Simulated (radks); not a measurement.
Results of a calculation; reference values are marked as such.
The gold anion Au-, [Hg], held by a Watson sphere: a shell of charge +1 at radius R that stands for the Madelung well of a crystal (potential energy -1/R inside, -1/r outside, in hartree with lengths in bohr). Code: a radial shooting solver on a logarithmic mesh with Libxc functionals. Model: scalar-relativistic Kohn-Sham, r2SCAN, spin-unpolarised, spherical densities, finite nucleus; meta-GGA in the generalised Kohn-Sham scheme; Fermi nuclear charge, rms radius of each element as measured or else 0.836 A^(1/3) + 0.57 fm.

| R (bohr) | e(5p) (eV) | e(5d) (eV) | e(6s) (eV) | <r> 6s (bohr) | sum of <r^2> (bohr^2) | X-ray form factor at sin(theta)/lambda = 0.1 1/angstrom |
|---|---|---|---|---|---|---|
| 2.94 | -61.501 | -7.362 | -6.763 | 2.834 | 69.91 | 75.567 |
| 3.98 | -60.326 | -6.084 | -5.687 | 2.993 | 73.18 | 75.457 |
| 4.13 | -60.177 | -5.928 | -5.539 | 3.012 | 73.55 | 75.446 |
| 4.5 | -59.832 | -5.569 | -5.191 | 3.054 | 74.37 | 75.425 |
| 4.84 | -59.540 | -5.268 | -4.893 | 3.087 | 75.02 | 75.410 |
| 4.86 | -59.523 | -5.251 | -4.877 | 3.088 | 75.06 | 75.409 |
| 5.52 | -59.022 | -4.741 | -4.365 | 3.138 | 76.05 | 75.389 |
| 5.7 | -58.899 | -4.616 | -4.239 | 3.148 | 76.27 | 75.385 |
| 5.9 | -58.768 | -4.484 | -4.105 | 3.159 | 76.50 | 75.381 |
